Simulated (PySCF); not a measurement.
CH₅BGeSi, CH₈Ge₂Si, CH₇ClGeSi, BGeH₄ and others (calculated)

Calculation on a computer-drawn molecule: the log of a Hartree-Fock and frozen-core CCSD(T) single point meant for a local Hartree-Fock minimum, with one planted fault or none, to be diagnosed. Offsets are logged minus clean, where the clean run is the same molecule without the fault. The reference is restricted for singlets and unrestricted otherwise, and also for a bond in bohr or an excited solution. Adding or removing an electron swaps singlet and doublet. The excited solution moves the top pair (singlet) or top alpha electron (doublet) to the lowest empty orbital. Highest occupied and lowest empty are orbital energies over both spins, largest force is the largest gradient component, triples share is (T) over the correlation energy, the T1 limit is 0.02 restricted and 0.045 unrestricted, electrons count all cores, a negative frequency is imaginary (commonest isotopes), and the dipole is about the centre of nuclear charge; on germanium a core potential holds 10 electrons, which the energies leave out, and 3d is frozen in MP2 and coupled-cluster steps. Program: PySCF 2.14.0.

Common to all runs: meant multiplicity 1; meant basis and core potential on germanium cc-pVDZ-PP ECP10MDF; logged SCF converged yes; possible faults no fault, one electron removed, one electron added, multiplicity raised by two, geometry at a saddle point, SCF held on an excited solution, minimal basis STO-3G, one bond length entered in bohr, all coordinates scaled.

(1) 
```xyz
9
formula=CH5BGeSi meant_charge=0 meant_basis=cc-pV(D+d)Z logged_electrons=62 logged_basis_functions=99 logged_spin_squared=0 logged_highest_occupied=-5.02 logged_lowest_empty=-3.2301 logged_largest_force=0.10754 logged_dipole_magnitude=3.9215 logged_SCF_stable_within_its_kind=no logged_energy_HF=-647.39735 planted_fault=SCF_held_on_an_excited_solution HF_energy_offset_from_clean_run=152.6
B     -2.3490    -0.2449     0.9137
Ge    -0.6198     0.7961     0.4971
C     -0.7866     2.0571    -0.7818
Si     1.6171     0.6867     1.3681
H     -2.3817    -1.1119     1.7391
H     -3.3489     0.0275     0.3110
H     -1.7218     2.2580    -1.2962
H      0.0466     2.6771    -1.0980
H      1.3276    -0.4300     2.3503
```

Units: logged_highest_occupied, logged_lowest_empty in eV; logged_largest_force in hartree/bohr; logged_dipole_magnitude in debye; logged_energy_HF in hartree; HF_energy_offset_from_clean_run in kcal/mol.

Drawn bonds:
```tsv
atom	other atom	order
1	2	1
2	3	2
2	4	1
1	5	1
1	6	1
3	7	1
3	8	1
4	9	1
```

Notes: coupled-cluster numbers left out as unreliable.

(2) 
```xyz
12
formula=CH8Ge2Si meant_charge=0 meant_basis=cc-pV(D+d)Z logged_electrons=91 logged_basis_functions=123 logged_spin_squared=0.7563 logged_highest_occupied=-15.286 logged_lowest_empty=-5.967 logged_largest_force=0.055192 logged_T1_diagnostic=0.014942 logged_D1_diagnostic=0.050086 logged_triples_share=0.027161 logged_CC_converged=yes logged_dipole_magnitude=3.8237 logged_SCF_stable_within_its_kind=yes logged_energy_HF=-917.90515 logged_energy_CCSD(T)=-918.37731 planted_fault=one_electron_removed HF_energy_offset_from_clean_run=159.1 CCSD(T)_energy_offset_from_clean_run=191.1
C     -1.9199    -1.2658     1.2903
Si    -0.9923    -0.9282    -0.0988
Ge    -0.0386     1.2544    -0.3811
Ge    -0.6595    -2.6425    -1.7429
H     -2.3737    -2.2355     1.4678
H     -2.1017    -0.5275     2.0647
H     -0.5597     1.9075    -1.6659
H     -0.4185     2.1253     0.8187
H      1.4883     1.1659    -0.4791
H     -1.2138    -2.2000    -3.1015
H     -1.3812    -3.9147    -1.2925
H      0.8339    -2.9414    -1.9141
```

Units: logged_highest_occupied, logged_lowest_empty in eV; logged_largest_force in hartree/bohr; logged_dipole_magnitude in debye; logged_energy_HF, logged_energy_CCSD(T) in hartree; HF_energy_offset_from_clean_run, CCSD(T)_energy_offset_from_clean_run in kcal/mol.

Drawn bonds:
```tsv
atom	other atom	order
1	2	2
2	3	1
2	4	1
1	5	1
1	6	1
3	7	1
3	8	1
3	9	1
4	10	1
4	11	1
4	12	1
```

(3) 
```xyz
11
formula=CH7ClGeSi meant_charge=0 meant_basis=cc-pV(D+d)Z logged_electrons=76 logged_basis_functions=118 logged_spin_squared=2.0122 logged_highest_occupied=-4.2245 logged_lowest_empty=-2.5286 logged_largest_force=0.03827 logged_T1_diagnostic=0.036321 logged_D1_diagnostic=0.24367 logged_triples_share=0.030843 logged_CC_converged=yes logged_dipole_magnitude=3.3348 logged_SCF_stable_within_its_kind=yes logged_energy_HF=-1083.58877 logged_energy_CCSD(T)=-1084.1571 planted_fault=multiplicity_raised_by_two HF_energy_offset_from_clean_run=142.1 CCSD(T)_energy_offset_from_clean_run=138.5
C      0.3824     0.5999    -0.5593
Ge     1.5397     1.0857     0.9379
Si     0.4020     1.7746     2.9403
Cl     2.7013     2.8377     0.2805
H      0.9882     0.3835    -1.4401
H     -0.2992     1.4193    -0.7905
H     -0.2018    -0.2872    -0.3029
H      2.5864    -0.0020     1.1939
H      1.3936     2.2045     3.9496
H     -0.3847     0.6370     3.4749
H     -0.5133     2.8923     2.6198
```

Units: logged_highest_occupied, logged_lowest_empty in eV; logged_largest_force in hartree/bohr; logged_dipole_magnitude in debye; logged_energy_HF, logged_energy_CCSD(T) in hartree; HF_energy_offset_from_clean_run, CCSD(T)_energy_offset_from_clean_run in kcal/mol.

Drawn bonds:
```tsv
atom	other atom	order
1	2	1
2	3	1
2	4	1
1	5	1
1	6	1
1	7	1
2	8	1
3	9	1
3	10	1
3	11	1
```

(4) 
```xyz
6
formula=BGeH4 meant_charge=1 meant_basis=cc-pVDZ logged_electrons=40 logged_basis_functions=57 logged_spin_squared=0 logged_highest_occupied=-17.743 logged_lowest_empty=-5.8663 logged_largest_force=1.096e-05 logged_lowest_frequency=285.31 logged_T1_diagnostic=0.011523 logged_D1_diagnostic=0.020375 logged_triples_share=0.020305 logged_CC_converged=yes logged_dipole_magnitude=0.44501 logged_SCF_stable_within_its_kind=yes logged_energy_HF=-320.06937 logged_energy_CCSD(T)=-320.26364 planted_fault=no_fault HF_energy_offset_from_clean_run=0 CCSD(T)_energy_offset_from_clean_run=0
B      1.5879     1.0631    -0.1240
Ge     1.6869     0.9339    -2.2042
H      1.7307     0.0561     0.4899
H      1.3937     2.1374     0.3447
H      2.9794     1.0887    -2.9845
H      0.4731     0.6763    -3.0781
```

Units: logged_highest_occupied, logged_lowest_empty in eV; logged_largest_force in hartree/bohr; logged_lowest_frequency in cm⁻¹; logged_dipole_magnitude in debye; logged_energy_HF, logged_energy_CCSD(T) in hartree; HF_energy_offset_from_clean_run, CCSD(T)_energy_offset_from_clean_run in kcal/mol.

Drawn bonds:
```tsv
atom	other atom	order
1	2	1
1	3	1
1	4	1
2	5	1
2	6	1
```

(5) 
```xyz
11
formula=CH7BGeSi meant_charge=0 meant_basis=cc-pV(D+d)Z logged_electrons=65 logged_basis_functions=109 logged_spin_squared=1.0026 logged_highest_occupied=-1.0047 logged_lowest_empty=6.3268 logged_largest_force=0.02906 logged_T1_diagnostic=0.040175 logged_D1_diagnostic=0.18386 logged_triples_share=0.03406 logged_CC_converged=yes logged_dipole_magnitude=5.6596 logged_SCF_stable_within_its_kind=yes logged_energy_HF=-648.85188 logged_energy_CCSD(T)=-649.36545 planted_fault=one_electron_added HF_energy_offset_from_clean_run=1.86 CCSD(T)_energy_offset_from_clean_run=-9.163
B     -0.8561     2.7543    -2.5288
Ge    -1.8358     1.4740    -1.2118
Si    -0.2259    -0.1077    -0.3964
C      1.2950    -0.3299    -1.1204
H     -0.6756     2.4290    -3.6670
H     -0.4319     3.8089    -2.1532
H     -2.9775     0.6950    -1.8810
H     -2.4289     2.2003     0.0044
H     -0.5895    -0.8940     0.8000
H      1.6075     0.2216    -2.0009
H      2.0230    -1.0410    -0.7440
```

Units: logged_highest_occupied, logged_lowest_empty in eV; logged_largest_force in hartree/bohr; logged_dipole_magnitude in debye; logged_energy_HF, logged_energy_CCSD(T) in hartree; HF_energy_offset_from_clean_run, CCSD(T)_energy_offset_from_clean_run in kcal/mol.

Drawn bonds:
```tsv
atom	other atom	order
1	2	1
2	3	1
3	4	2
1	5	1
1	6	1
2	7	1
2	8	1
3	9	1
4	10	1
4	11	1
```
